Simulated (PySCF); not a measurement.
A GIAO shielding run with PySCF 2.14 (density fitting, non-relativistic, gas phase) on SMILES CC(C(N)=O)C(N)=O, C4H8N2O2:

```
$ OMP_NUM_THREADS=1 python probes_run.py task.json out

{"job": {"kind": "nmr", "xc": "PBE0", "basis": "pcSseg-1"}, "charge": 0, "multiplicity": 1}
C      0.050893     1.663873     0.208724
C      0.260102     0.285308    -0.427784
C      0.745602    -0.696356     0.624358
N      1.958760    -1.234816     0.393692
O      0.090838    -0.978586     1.610028
C     -1.066545    -0.212966    -1.023689
N     -2.008558    -0.464944    -0.097335
O     -1.233310    -0.313023    -2.218315
H     -0.605271     1.586058     1.071775
H      1.004689     2.074983     0.533960
H     -0.394869     2.342624    -0.514001
H      0.976446     0.364258    -1.249159
H      2.324243    -1.907480     1.048647
H      2.485637    -1.038828    -0.438314
H     -1.717206    -0.589307     0.864445
H     -2.879050    -0.871855    -0.398443
```

Hardware: 1 thread of an Arm Neoverse V1, shared host. The job also computes population analyses, field gradients.

Q: How large is the calculation?

A: 62 electrons, 176 basis functions and 902 auxiliary functions.

Q: How long does it take, and how much memory does it need?

A: 38 s of wall time, with 14 SCF cycles and 5 response iterations; peak memory 0.79 GiB. Times on a shared host scatter by some tens of per cent.
